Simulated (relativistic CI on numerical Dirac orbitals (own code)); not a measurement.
Er⁴⁺: N4,5 absorption edge

Computed with this model: Dirac-Coulomb-Breit CI, separate exchange-only KLI orbitals for each configuration, QED by a radiative potential, valence Slater integrals scaled by 0.7, multiplet model of core-to-valence dipole absorption; configurations [Xe] 4f10 → [Kr] 4d9 4f11 5s2 5p6; 300 K; Lorentzian 0.5 eV and Gaussian 0.2 eV FWHM. Energies are those of the free ion, without screening or charge transfer. The branching ratio is the share of the lower-energy edge in the whole absorption, uncertain by about 0.02 where the edges overlap. S is read from ⟨S²⟩ = S(S + 1).

Field parameters in Wybourne normalisation; cubic f-shell fields have B⁴₄ = √(5/14) B⁴₀ and B⁶₄ = −√(7/2) B⁶₀. The field is a parameter set, without covalency.

free ion: ground-state S = 1.91, centroid 176.99 eV. Peaks (eV, height): 167.1 (15), 168.0 (11), 170.2 (12), 171.5 (6), 173.2 (11), 174.5 (74), 176.3 (26), 177.4 (42), 178.5 (13), 179.0 (18), 181.5 (100), 182.9 (10).

Oh, B40 = 610, B60 = 880 cm⁻¹: ground-state S = 1.92, centroid 177.00 eV. Peaks (eV, height): 167.1 (16), 168.0 (11), 170.3 (13), 171.5 (7), 173.3 (11), 174.5 (74), 176.3 (27), 177.5 (44), 178.6 (14), 179.1 (19), 181.6 (100), 183.0 (10).

Strongest unbroadened transitions for Oh, B40 = 610, B60 = 880 cm⁻¹:

| Energy (eV) | Relative strength |
| --- | --- |
| 167.13 | 22.4 |
| 168.06 | 12.6 |
| 170.26 | 9.2 |
| 170.27 | 8.7 |
| 173.25 | 9.5 |
| 174.51 | 14.1 |
| 174.55 | 30.3 |
| 174.56 | 76.7 |
| 175.28 | 8.4 |
| 176.31 | 24.9 |
| 177.45 | 16.8 |
| 177.46 | 20.8 |
| 177.53 | 20.2 |
| 179.10 | 19.2 |
| 181.52 | 11.9 |
| 181.53 | 14.8 |
| 181.57 | 44.9 |
| 181.58 | 100.0 |
